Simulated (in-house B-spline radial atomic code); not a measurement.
Successive ionisation energies of promethium; each step leads to the configuration of the next row (after the last: [Ne] 3s1). Dirac energy differences include first-order Breit, QED and recoil terms. NIST's values go from ground level to ground level; the uncertainty of those that are theory runs from under 0.1 % in few-electron ions to several per cent in heavy many-electron ones. Computed with a B-spline radial code for spherical atoms: Dirac-Hartree-Fock, average of the configuration, finite nuclei.

```csv
ion,configuration,ionisation energy (eV),tabulated value (eV),tabulated kind,computed minus tabulated (eV),highest orbital,largest mean radius (bohr)
Pm37+,[Ar] 3d6,2663.0,2652,tabulated theory,11,3d5/2,0.24878
Pm38+,[Ar] 3d5,2767.3,2755,tabulated theory,12,3d5/2,0.2473
Pm39+,[Ar] 3d4,?,?,tabulated theory,?,?,?
Pm40+,[Ar] 3d3,2980.7,2997,tabulated theory,-16,3d5/2,0.24436
Pm41+,[Ar] 3d2,3089.7,3112,tabulated theory,-22,3d5/2,0.24291
Pm42+,[Ar] 3d1,3200.3,3219,tabulated theory,-19,3d5/2,0.24147
Pm43+,[Ne] 3s2 3p6,?,?,tabulated theory,?,?,?
Pm44+,[Ne] 3s2 3p5,3663.7,3613,tabulated theory,51,3p3/2,0.23891
Pm45+,[Ne] 3s2 3p4,?,?,tabulated theory,?,?,?
Pm46+,[Ne] 3s2 3p3,3863.5,3816,tabulated theory,48,3p3/2,0.2367
Pm47+,[Ne] 3s2 3p2,3964.8,4056,tabulated theory,-91,3p3/2,0.23561
Pm48+,[Ne] 3s2 3p1,4067.0,4166,tabulated theory,-99,3p3/2,0.23452
Pm49+,[Ne] 3s2,4371.5,4371,tabulated theory,1,3s1/2,0.23345
```

Fill in the row of Pm39+.

ionisation energy (eV): 2873.2; tabulated value (eV): 2892; computed minus tabulated (eV): -19; highest orbital: 3d5/2; largest mean radius (bohr): 0.24583.

Fill in the row of Pm43+.

ionisation energy (eV): 3565.1; tabulated value (eV): 3519; computed minus tabulated (eV): 46; highest orbital: 3p3/2; largest mean radius (bohr): 0.24003.

Fill in the row of Pm45+.

ionisation energy (eV): 3763.1; tabulated value (eV): 3718; computed minus tabulated (eV): 45; highest orbital: 3p3/2; largest mean radius (bohr): 0.2378.

Where a p, d or f electron is removed, the computed value is a mean over both j, so it misses the tabulated one by a part of the spin-orbit splitting; averaging over terms and missing correlation add to the gap, relatively most at low charge.
